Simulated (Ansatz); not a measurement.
Computed with Ansatz on PBE0-D4/def2-TZVP structures; ΔE is electronic, products minus reactants. CCSD(T)/CBS adds triple-zeta CCSD(T) − MP2 to the extrapolated MP2 energy (def2 sets, frozen cores). DFT in def2-TZVPP. Each species was taken in one conformer, which may not be the lowest.

Consider the ligand exchange at the Si–C bond: `O[Si](O)(F)C[SiH2]Cl` + `N[SiH2]F` → `O[Si](O)(F)N[SiH2]F` + `C[SiH2]Cl`.

(1) Is it downhill or uphill in electronic energy at CCSD(T)/CBS, and by how much? (Estimate.)

(2) What do these levels give: r2SCAN-D4, PBE0-D4, ωB97X-V, ωB97M-V, B2PLYP, r2SCAN, MP2/def2-TZVPP, SCS-MP2/def2-TZVPP, MP2/def2-QZVPP, SCS-MP2/def2-QZVPP, HF/CBS(def2), CCSD/CBS(def2)? (Best estimate.)

Largest T1 diagnostic among the species: 0.011.

## Answers

(1) Ansatz gave: Downhill: ΔE = -58.1 kJ/mol.

(2) Computed: r2SCAN-D4 -57.4, PBE0-D4 -52.9, ωB97X-V -56.2, ωB97M-V -55.6, B2PLYP -61.7, r2SCAN -58.3, MP2/def2-TZVPP -58.4, SCS-MP2/def2-TZVPP -62.0, MP2/def2-QZVPP -58.0, SCS-MP2/def2-QZVPP -61.7, HF/CBS(def2) -77.0, CCSD/CBS(def2) -60.7 kJ/mol.

From PBE to PBE0 (25 % exact exchange), in def2-TZVPP and without D4, ΔE moves by −3.8 kJ/mol. The D4 term adds +5.0 kJ/mol with B3LYP and +2.8 kJ/mol with PBE0; it sums over pairs of atoms, weighted by their polarisabilities, and B3LYP, whose exchange is more repulsive, gets the larger term. In def2-TZVPP, CCSD(T) changes the Hartree–Fock value by +16.3 kJ/mol (the triples alone add +2.6 kJ/mol) and MP2 by +17.3 kJ/mol.

B3LYP here is the variant with VWN-RPA as its local correlation; programs differ in this.
